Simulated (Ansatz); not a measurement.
A set of 12 reactions (ligand exchange), with CCSD(T)/CBS values in kJ/mol:

```json
{"reaction": "`C=C([SiH3])[SiH2][SiH3]` + `O[Si]Br` → `[SiH3]O[Si]Br` + `C=C[SiH2][SiH3]`", "ΔE": "-92.9"}
{"reaction": "`[F][Ge]([F])([Cl])[Br]` + H–F → `[F][Ge]([F])([F])[Cl]` + HBr", "ΔE": "20.4"}
{"reaction": "`[OH][GeH2][SiH](O)F` + H–F → `[OH][GeH2][F]` + `O[SiH2]F`", "ΔE": "-73.9"}
{"reaction": "`[SeH][SnH3]` + `OPO` → `OP(O)[SeH]` + `[SnH4]`", "ΔE": "54.5"}
{"reaction": "`C[BH][Al]([CH3])[F]` + HI → `[CH3][Al]([F])[I]` + `BC`", "ΔE": "-192.8"}
{"reaction": "`[NH]=[Nb]([NH2])([OH])[OH]` + H–F → `[NH]=[Nb]([NH2])([OH])[F]` + H₂O", "ΔE": "-39.0"}
{"reaction": "`NC[Se][SiH3]` + `C[SeH]` → `C[Se][Se][SiH3]` + CH₃NH₂", "ΔE": "-54.5"}
{"reaction": "`I[SiH]1BC1` + HBr → `Br[SiH]1BC1` + HI", "ΔE": "-3.0"}
{"reaction": "`COB[SiH3]` + H–F → `COBF` + SiH₄", "ΔE": "-166.5"}
{"reaction": "`NB[SiH2][SeH]` + `OCF` → `NBOCF` + `[SiH3][SeH]`", "ΔE": "-122.9"}
{"reaction": "`CBO[SiH](O)F` + CH₃SH → `CS[SiH](O)F` + `CBO`", "ΔE": "47.9"}
{"reaction": "`[OH][InH][SH]` + H–F → `[F][InH][SH]` + H₂O", "ΔE": "-33.5"}
```

Isolated molecules relaxed with PBE0-D4/def2-TZVP in Ansatz; ΔE leaves out vibrations. CBS: MP2 limit from def2 TZ/QZ plus the TZ coupled-cluster correction, frozen cores. This one scheme is used for every species. DFT in def2-TZVPP. B3LYP here is the variant with VWN-RPA as its local correlation; programs differ in this. def2 core potentials past Kr. For Br, Ge, I, In, Nb, Se, Sn outer-core shells are correlated without core-valence functions, which leaves a few kJ/mol of doubt a bond. Scalar relativity is left out up to krypton. Each species was taken in one conformer, which may not be the lowest.

Question: Give the mean, mean absolute and largest difference (level minus CCSD(T)/CBS, kJ/mol) for: r2SCAN-D4, PBE0-D4, B3LYP-D4, ωB97X-V, ωB97M-V, B2PLYP, r2SCAN, B3LYP, HF/def2-TZVPP, SCS-MP2/def2-TZVPP, CCSD(T)/def2-TZVPP, MP2/def2-QZVPP, HF/CBS(def2), MP2/CBS(def2). (Estimate.)

Answer: Computed: 
| level | mean | mean absolute | largest |
| --- | --- | --- | --- |
| r2SCAN-D4 | -5.0 | 5.7 | -18.1 |
| PBE0-D4 | 0.6 | 6.3 | -11.9 |
| B3LYP-D4 | -3.7 | 4.9 | -11.9 |
| ωB97X-V | -3.6 | 5.6 | -9.1 |
| ωB97M-V | -4.1 | 5.5 | -11.4 |
| B2PLYP | -5.3 | 6.0 | -14.4 |
| r2SCAN | -5.5 | 5.9 | -17.4 |
| B3LYP | -6.1 | 8.0 | -14.6 |
| HF/def2-TZVPP | -12.3 | 18.6 | -39.1 |
| SCS-MP2/def2-TZVPP | -4.0 | 5.9 | -18.0 |
| CCSD(T)/def2-TZVPP | -0.9 | 4.0 | -8.1 |
| MP2/def2-QZVPP | -1.7 | 3.7 | -13.3 |
| HF/CBS(def2) | -13.1 | 20.0 | -42.2 |
| MP2/CBS(def2) | -1.1 | 4.2 | -16.0 |

The largest T1 diagnostic in the set is 0.021, for `[NH]=[Nb]([NH2])([OH])[OH]` (customary mark 0.02).

CCSD(T)/CBS is a level of theory with its own doubt, and the functionals carry their triple-zeta basis error, so these figures describe this set and don't rank the functionals.
